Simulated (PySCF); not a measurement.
Calculation: TPSSh-D3(BJ)/def2-TZVP // CAM-B3LYP-D3(BJ)/def2-TZVP (PySCF 2.14.0). Gas-phase values, no solvent. One relaxed conformer stands for a flexible species; it need not be the lowest. Delta-SCF ions had no search for a lower state. Excitations are Tamm–Dancoff values on a coarser integration grid. The basis has no diffuse functions, so Rydberg states are missing or too high.

Reference species (SMILES): `B/C=C/CC#N` (neutral, multiplicity 1).

```
Item                                           Result
-------------------------------------------  --------
vertical ionisation energy (Delta-SCF)       10.66 eV
brightest of the four lowest singlets (TDA)   5.73 eV
HOMO–LUMO gap                                 5.33 eV
HOMO                                         -8.14 eV
```

After one change: the vertical ionisation energy (Delta-SCF) drops by 0.04 eV; the brightest of the four lowest singlets (TDA) increases by 0.13 eV; the HOMO–LUMO gap decreases by 0.08 eV; the HOMO goes up by 0.02 eV.

Name the change that produced these shifts. The new species is one of these.
A. `B/C(C)=C\C#N`
B. `BC/C=C\C#N`
C. `BC/C=C/C#N`
D. `BC(=C)CC#N`

D, `BC(=C)CC#N`
